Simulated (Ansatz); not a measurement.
System: C3H4Cl (charge 0, doublet). It need not be the lowest isomer of its formula. 
Coordinates optimised at B3LYP-D3(BJ)/def2-TZVP (Ansatz, a quantum-chemistry and plane-wave program):
```xyz
8

C     -2.2515     0.1633    -0.7819
C     -1.1427    -0.0462     0.0008
C      0.1547     0.1472    -0.4345
Cl     1.5128    -0.1283     0.5825
H     -2.1633     0.4996    -1.8070
H     -3.2458    -0.0024    -0.3942
H     -1.2779    -0.3834     1.0230
H      0.4054     0.4807    -1.4308
```
Charge 0, spin multiplicity 2.

Basis-set convergence of Hartree-Fock and MP2 correlation energies (hartree) with Ansatz. Correlated levels leave the core frozen unless marked. UHF or UKS for open shells. Spin-orbit coupling is left out. No relativistic terms.

The UHF reference is spin-contaminated (<S^2> 0.21 over the pure value in the largest basis). 

```csv
basis,functions,E(HF),"E(corr, MP2)"
cc-pV(D+d)Z,85,-575.40344,-0.50220
cc-pV(T+d)Z,185,(withheld),(withheld)
```

**Question.** What belongs in the gaps?

**Answer.** 
- cc-pV(T+d)Z, E(HF): -575.45025
- cc-pV(T+d)Z, E(corr, MP2): -0.63695
